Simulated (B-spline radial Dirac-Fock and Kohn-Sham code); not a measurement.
**Subshell photoionisation cross sections of Pt⁵⁺ against photon energy**

System: Pt⁵⁺ in the configuration [Xe] 4f14 5d5.

Model: Dirac-Hartree-Slater photoionisation with all multipoles and Dirac-Fock thresholds. Program: a radial B-spline solver. Values are in kb; a dash marks an energy below the computed threshold. Values for outer subshells far above threshold carry numerical ripple of a few per cent.

```
hν (eV)   2p3/2    3p1/2     4f5/2     5p1/2     5d3/2
    141       –        –         –         –      93.0
    345       –        –      2170      30.0      25.3
    400       –        –      1870      26.2      25.5
   1030       –        –       268      10.1      11.7
 1253.6       –        –       154      7.92      8.76
   3040       –        –      8.44      2.18      1.48
   5030       –     19.1      1.28     0.892     0.413
   5620       –     15.8     0.826     0.720     0.304
17479.3    12.0     1.42   0.00674    0.0601   0.00880
  30000    2.41    0.358  0.000585    0.0153   0.00131
  40000   0.993    0.164  0.000151   0.00710  0.000456
 113000  0.0353  0.00833  1.20e-06  0.000369  8.88e-06
 150000  0.0141  0.00362  3.30e-07  0.000161  3.05e-06
```

At 150000 eV the multipoles beyond E1 give 45.9 % of 2p3/2, 43.4 % of 3p1/2, 81.8 % of 4f5/2, 43.2 % of 5p1/2, 65.0 % of 5d3/2.
